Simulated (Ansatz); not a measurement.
Harmonic frequencies (cm⁻¹) at PBE0-D4/def2-TZVP from Ansatz: 17, 33, 62, 171, 210, 250, 301, 310, 443, 622, 622, 645, 654, 847, 871, 871, 937, 1110, 2181, 2188, 2205.

Each molecule was computed in one conformer, which needn't be the lowest.

(1) Which molecule is it?
A. `F[Si](Cl)(Cl)[O][GeH3]`
B. `O[SiH2]CC[SiH3]`
C. `O[SiH](F)[O][GeH3]`
D. `O[SiH2][GeH3]`

## Answers

(1) A.
